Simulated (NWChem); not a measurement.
System: C3H4FNSi; SMILES N1=C[SiH2]C=C1F

Input file for NWChem:

```
start job
memory heap 200 mb stack 900 mb global 1100 mb
geometry units angstroms noautoz
  F     -0.251249    -2.314493     0.000000
  C     -0.127430    -1.003852     0.000000
  C     -1.160538    -0.140684     0.000000
  Si    -0.377795     1.537643     0.000000
  C      1.337920     0.691385     0.000000
  N      1.217610    -0.585164     0.000000
  H     -2.195259    -0.481127     0.000000
  H     -0.612719     2.370046     1.217167
  H     -0.612719     2.370046    -1.217167
  H      2.351136     1.116057     0.000000
end
basis spherical
  * library def2-svp
end
dft
  xc m06-2x
  grid coarse
  iterations 150
  mulliken
end
task dft gradient
```

NWChem printed, in part:

```
             Northwest Computational Chemistry Package (NWChem) 7.3.0
             --------------------------------------------------------

 CS  symmetry detected

                             Geometry "geometry" -> ""
                             -------------------------

 Output coordinates in angstroms (scale by  1.889725989 to convert to a.u.)

  No.       Tag          Charge          X              Y              Z
 ---- ---------------- ---------- -------------- -------------- --------------
    1 F                    9.0000    -0.24963835    -2.30080068     0.00000000
    2 C                    6.0000    -0.12896197    -0.98986659     0.00000000
    3 C                    6.0000    -1.16413645    -0.12917795     0.00000000
    4 Si                  14.0000    -0.38541949     1.55102086     0.00000000
    5 C                    6.0000     1.33231948     0.70887872     0.00000000
    6 N                    7.0000     1.21507036    -0.56795505     0.00000000
    7 H                    1.0000    -2.19803826    -0.47210072     0.00000000
    8 H                    1.0000    -0.62233851     2.38285823     1.21716700
    9 H                    1.0000    -0.62233851     2.38285823    -1.21716700
   10 H                    1.0000     2.34451442     1.13597869     0.00000000

 Effective nuclear repulsion energy (a.u.)     272.8091713599

      Symmetry information
      --------------------

 Group name             Cs
 Group number              2
 Group order               2
 No. of unique centers     9

                                 NWChem DFT Module
                                 -----------------

 Summary of "ao basis" -> "ao basis" (spherical)
 ------------------------------------------------------------------------------
       Tag                 Description            Shells   Functions and Types
 ---------------- ------------------------------  ------  ---------------------
 F                          def2-svp                 6       14   3s2p1d
 C                          def2-svp                 6       14   3s2p1d
 Si                         def2-svp                 8       18   4s3p1d
 N                          def2-svp                 6       14   3s2p1d
 H                          def2-svp                 3        5   2s1p

      Symmetry analysis of basis
      --------------------------

        a'         76
        a"         32

            General Information
            -------------------
          SCF calculation type: DFT
          Wavefunction type:  closed shell.
          No. of atoms     :    10
          No. of electrons :    52
           Alpha electrons :    26
            Beta electrons :    26
          Charge           :     0
          Spin multiplicity:     1
          Use of symmetry is: on ; symmetry adaption is: on
          Maximum number of iterations: 150
          AO basis - number of functions:   108
                     number of shells:    50
          Convergence on energy requested:  1.00D-06
          Convergence on density requested:  1.00D-05
          Convergence on gradient requested:  5.00D-04

              XC Information
              --------------
                       M06-2X Method XC Functional
                     Hartree-Fock (Exact) Exchange  0.540
                        M06-2X Exchange Functional  1.000
                      M06-2X Correlation Potential  1.000

             Grid Information
             ----------------
          Grid used for XC integration:  coarse
          Radial quadrature: Mura-Knowles
          Angular quadrature: Lebedev.
          Tag              B.-S. Rad. Rad. Pts. Rad. Cut. Ang. Pts.
          ---              ---------- --------- --------- ---------
          F                   0.50       35          12.0       302
          C                   0.70       35          10.0       302
          Si                  1.10       70           8.0       302
          N                   0.65       35          10.0       302
          H                   0.35       35          12.0       302
          Grid pruning is: on
          Number of quadrature shells:   350
          Spatial weights used:  Erf1

      Superposition of Atomic Density Guess
      -------------------------------------

 Sum of atomic energies:        -557.14678492

      Non-variational initial energy
      ------------------------------

 Total energy =    -560.255164
 1-e energy   =   -1309.140380
 2-e energy   =     476.076044
 HOMO         =      -0.273492
 LUMO         =      -0.070914

      Symmetry analysis of molecular orbitals - initial
      -------------------------------------------------

  Numbering of irreducible representations:

     1 a'          2 a"

  Orbital symmetries:

     1 a'          2 a'          3 a'          4 a'          5 a'
     6 a'          7 a'          8 a'          9 a"         10 a'
    11 a'         12 a'         13 a'         14 a'         15 a'
    16 a'         17 a"         18 a'         19 a'         20 a'
    21 a"         22 a'         23 a"         24 a'         25 a'
    26 a"         27 a"         28 a'         29 a"         30 a'
    31 a'         32 a'         33 a'         34 a"         35 a'
    36 a'

     ---------------------------------------------
      Total Density - Mulliken Population Analysis
     ---------------------------------------------

    Atom       Charge   Shell Charges
 -----------   ------   -------------------------------------------------------
    1 F    9     9.35   1.99  1.14  0.76  3.43  2.02  0.01
    2 C    6     5.22   1.99  0.90  0.15  1.54  0.55  0.10
    3 C    6     6.68   1.99  0.99  0.34  2.17  1.18  0.02
    4 Si  14    13.42   2.00  1.99  1.00  0.24  5.94  1.13  0.95  0.17
    5 C    6     5.93   1.99  0.98  0.35  1.75  0.82  0.04
    6 N    7     7.50   1.99  1.08  0.54  2.39  1.46  0.03
    7 H    1     0.89   0.65  0.21  0.03
    8 H    1     1.05   0.69  0.36  0.01
    9 H    1     1.05   0.69  0.36  0.01
   10 H    1     0.91   0.68  0.21  0.02

   convergence    iter        energy       DeltaE   RMS-Dens  Diis-err
 ---------------- ----- ----------------- --------- --------- ---------
 d= 0,ls=0.0,diis     1   -560.2449974078 -8.33D+02  9.64D-03  6.95D-01
 d= 0,ls=0.0,diis     2   -560.2654538932 -2.05D-02  4.69D-03  7.07D-01
 d= 0,ls=0.0,diis     3   -560.3378315865 -7.24D-02  1.14D-03  1.35D-02
 d= 0,ls=0.0,diis     4   -560.3395545189 -1.72D-03  3.81D-04  2.98D-03
 d= 0,ls=0.0,diis     5   -560.3398891415 -3.35D-04  1.29D-04  2.98D-04
  Resetting Diis
 d= 0,ls=0.0,diis     6   -560.3399238850 -3.47D-05  4.80D-05  2.60D-05
 d= 0,ls=0.0,diis     7   -560.3399266678 -2.78D-06  3.88D-05  7.39D-06
 d= 0,ls=0.0,diis     8   -560.3399261370  5.31D-07  2.27D-05  1.27D-05
 d= 0,ls=0.0,diis     9   -560.3399277690 -1.63D-06  4.13D-06  1.04D-07
 d= 0,ls=0.0,diis    10   -560.3399277919 -2.29D-08  2.74D-06  6.82D-08

         Total DFT energy =     -560.339927791899
      One electron energy =    -1312.236479811389
           Coulomb energy =      534.971480958389
    Exchange-Corr. energy =      -55.884100298835
 Nuclear repulsion energy =      272.809171359936

 Numeric. integr. density =       51.999960380677

                  Occupations of the irreducible representations
                  ----------------------------------------------

                     irrep           alpha         beta
                     --------     --------     --------
                     a'               21.0         21.0
                     a"                5.0          5.0

                       DFT Final Molecular Orbital Analysis
                       ------------------------------------

 Vector   24  Occ=2.000000D+00  E=-4.102437D-01  Symmetry=a"
              MO Center= -8.6D-02,  1.4D+00,  1.5D-13, r^2= 4.0D+00
   Bfn.  Coefficient  Atom+Function         Bfn.  Coefficient  Atom+Function
  ----- ------------  ---------------      ----- ------------  ---------------
    94      0.278765   8 H  s                99     -0.278765   9 H  s
    80      0.262100   6 N  pz               52      0.246526   4 Si pz
    83     -0.180997   6 N  pz               55      0.165971   4 Si pz
    95      0.164756   8 H  s               100     -0.164756   9 H  s
    66     -0.163018   5 C  pz               49     -0.135282   4 Si pz

 Vector   25  Occ=2.000000D+00  E=-3.317615D-01  Symmetry=a'
              MO Center=  1.0D+00,  4.0D-02, -7.8D-16, r^2= 2.6D+00
   Bfn.  Coefficient  Atom+Function         Bfn.  Coefficient  Atom+Function
  ----- ------------  ---------------      ----- ------------  ---------------
    78      0.347325   6 N  px               79     -0.284223   6 N  py
    81     -0.265846   6 N  px               64      0.214253   5 C  px
    82      0.204197   6 N  py               77     -0.195837   6 N  s
    50     -0.189996   4 Si px              104      0.184866  10 H  s
    18      0.181806   2 C  px               65     -0.168437   5 C  py

 Vector   26  Occ=2.000000D+00  E=-3.147787D-01  Symmetry=a"
              MO Center= -3.6D-01, -2.8D-01, -5.8D-17, r^2= 2.6D+00
   Bfn.  Coefficient  Atom+Function         Bfn.  Coefficient  Atom+Function
  ----- ------------  ---------------      ----- ------------  ---------------
    34      0.406030   3 C  pz               37      0.323798   3 C  pz
    20      0.310223   2 C  pz               66     -0.237069   5 C  pz
     6      0.194964   1 F  pz               69     -0.186387   5 C  pz
    23      0.169770   2 C  pz               80      0.163866   6 N  pz
     9     -0.161415   1 F  pz               83     -0.121657   6 N  pz

 Vector   27  Occ=0.000000D+00  E=-4.494911D-02  Symmetry=a"
              MO Center=  4.5D-01,  3.1D-01, -1.4D-15, r^2= 3.3D+00
   Bfn.  Coefficient  Atom+Function         Bfn.  Coefficient  Atom+Function
  ----- ------------  ---------------      ----- ------------  ---------------
    69      0.408033   5 C  pz               66      0.355962   5 C  pz
    55      0.312249   4 Si pz               83     -0.310699   6 N  pz
    95     -0.293317   8 H  s               100      0.293317   9 H  s
    80      0.274006   6 N  pz               37      0.262366   3 C  pz
    23     -0.258432   2 C  pz               20     -0.254411   2 C  pz

 Vector   28  Occ=0.000000D+00  E= 5.025856D-02  Symmetry=a'
              MO Center= -4.9D-01,  1.7D+00, -1.2D-15, r^2= 3.7D+00
   Bfn.  Coefficient  Atom+Function         Bfn.  Coefficient  Atom+Function
  ----- ------------  ---------------      ----- ------------  ---------------
    53      1.318675   4 Si px               63     -1.012571   5 C  s
    31      0.801823   3 C  s                36      0.370406   3 C  py
    54      0.342096   4 Si py              105      0.318451  10 H  s
    68     -0.259338   5 C  py               67      0.209746   5 C  px
    17     -0.192887   2 C  s                50      0.179258   4 Si px

 Vector   29  Occ=0.000000D+00  E= 8.118344D-02  Symmetry=a'
              MO Center= -3.8D-01,  1.7D+00,  1.5D-14, r^2= 4.1D+00
   Bfn.  Coefficient  Atom+Function         Bfn.  Coefficient  Atom+Function
  ----- ------------  ---------------      ----- ------------  ---------------
    54      1.866424   4 Si py               31      1.086763   3 C  s
    95     -0.826951   8 H  s               100     -0.826951   9 H  s
    63      0.613092   5 C  s                46     -0.524064   4 Si s
    53     -0.441596   4 Si px               36      0.423590   3 C  py
    45      0.390678   4 Si s                77      0.340605   6 N  s

     ---------------------------------------------
      Total Density - Mulliken Population Analysis
     ---------------------------------------------

    Atom       Charge   Shell Charges
 -----------   ------   -------------------------------------------------------
    1 F    9     9.18   1.99  1.13  0.77  3.35  1.93  0.01
    2 C    6     5.71   1.99  0.92  0.11  1.97  0.62  0.10
    3 C    6     6.33   1.99  0.88  0.34  2.10  1.00  0.02
    4 Si  14    13.48   2.00  1.98  1.02  0.19  5.93  1.31  0.84  0.21
    5 C    6     6.15   1.99  0.92  0.35  2.00  0.84  0.04
    6 N    7     7.18   1.99  1.04  0.54  2.34  1.24  0.03
    7 H    1     0.94   0.73  0.19  0.02
    8 H    1     1.05   0.73  0.31  0.01
    9 H    1     1.05   0.73  0.31  0.01
   10 H    1     0.93   0.74  0.16  0.02

     -------------------------------------------
      Total Density - Lowdin Population Analysis
     -------------------------------------------

    Atom       Charge   Shell Charges
 -----------   ------   -------------------------------------------------------
    1 F    9     9.04   1.98  1.01  0.73  3.22  2.10  0.01
    2 C    6     5.92   1.96  0.62  0.28  1.79  1.03  0.23
    3 C    6     6.28   1.97  0.61  0.35  1.93  1.36  0.06
    4 Si  14    13.48   2.00  1.93  0.63  0.33  5.82  1.32  1.12  0.33
    5 C    6     6.09   1.97  0.64  0.36  1.83  1.19  0.10
    6 N    7     7.09   1.97  0.80  0.48  2.20  1.58  0.06
    7 H    1     0.96   0.61  0.27  0.07
    8 H    1     1.08   0.64  0.42  0.02
    9 H    1     1.08   0.64  0.42  0.02
   10 H    1     0.97   0.64  0.27  0.07

     Multipole analysis of the density
     ---------------------------------

     L   x y z        total         alpha         beta         nuclear
     -   - - -        -----         -----         ----         -------
     0   0 0 0     -0.000000    -26.000000    -26.000000     52.000000

     1   1 0 0     -0.297754     -0.148877     -0.148877     -0.000000
     1   0 1 0      1.051037      0.525518      0.525518      0.000000
     1   0 0 1      0.000000      0.000000      0.000000      0.000000

     2   2 0 0    -29.938152    -91.674772    -91.674772    153.411391
     2   1 1 0      2.099829      0.979347      0.979347      0.141135
     2   1 0 1     -0.000000     -0.000000     -0.000000      0.000000
     2   0 2 0    -32.191406   -204.369407   -204.369407    376.547408
     2   0 1 1     -0.000000     -0.000000     -0.000000      0.000000
     2   0 0 2    -31.660046    -21.120539    -21.120539     10.581031

            General Information
            -------------------
          SCF calculation type: DFT
          Wavefunction type:  closed shell.
          No. of atoms     :    10
          No. of electrons :    52
           Alpha electrons :    26
            Beta electrons :    26
          Charge           :     0
          Spin multiplicity:     1
          Use of symmetry is: on ; symmetry adaption is: on
          Maximum number of iterations: 150
          AO basis - number of functions:   108
                     number of shells:    50
          Convergence on energy requested:  1.00D-06
          Convergence on density requested:  1.00D-05
          Convergence on gradient requested:  5.00D-04

[...]

                         DFT ENERGY GRADIENTS

    atom               coordinates                        gradient
                 x          y          z           x          y          z
   1 F      -0.471748  -4.347883   0.000000    0.000070   0.000320   0.000000
   2 C      -0.243703  -1.870577   0.000000    0.006986  -0.001203   0.000000
   3 C      -2.199899  -0.244111   0.000000   -0.001535   0.002403   0.000000
   4 Si     -0.728337   2.931004   0.000000    0.001278  -0.005005   0.000000
   5 C       2.517719   1.339587   0.000000   -0.001393   0.002624   0.000000
   6 N       2.296150  -1.073279   0.000000   -0.004621  -0.004653   0.000000
   7 H      -4.153690  -0.892141   0.000000   -0.001258   0.000453   0.000000
   8 H      -1.176049   4.502949   2.300112   -0.000407   0.001999   0.002473
   9 H      -1.176049   4.502949  -2.300112   -0.000407   0.001999  -0.002473
  10 H       4.430490   2.146688   0.000000    0.001287   0.001064   0.000000
```

Level: M06-2X/def2-SVP. All runs use the structure optimised with PBE0/def2-SVP.
